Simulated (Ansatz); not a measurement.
Molecule: CHBrF, charge 0, multiplicity 2. It need not be the lowest isomer of its formula. 
Structure (B3LYP-D3(BJ)/def2-TZVP (Ansatz, a quantum-chemistry and plane-wave program) minimum search):
SMILES: F[CH]Br
```xyz
4

C     -0.3928     0.7341     0.8607
F     -0.8459     1.8163     0.2309
Br     0.2797    -0.6200    -0.2571
H      0.1810     0.9499     1.7553
```
Charge 0, spin multiplicity 2.

Parts of the frozen-core correlation energy in 6-31G (Ansatz, hartree). Frozen orbitals: 16; correlated occupied orbitals by spin: 10 and 9; virtual: 23 and 24. UHF or UKS for open shells. No spin-orbit coupling. Non-relativistic.

```json
[
 {"term": "reference (HF)", "value": "-2709.82355"},
 {"term": "MP2 opposite-spin", "value": "(withheld)"},
 {"term": "MP2 same-spin", "value": "(withheld)"},
 {"term": "CCSD correlation", "value": "(withheld)"},
 {"term": "(T)", "value": "-0.00518"},
 {"term": "T1 diagnostic", "value": "0.016"},
 {"term": "largest doubles amplitude", "value": "0.036"},
 {"term": "<S^2> of the reference", "value": "0.763"}
]
```

Q: What belongs in the gaps?

A: 
- MP2 opposite-spin, value: -0.17431
- MP2 same-spin, value: -0.05956
- CCSD correlation, value: -0.25074
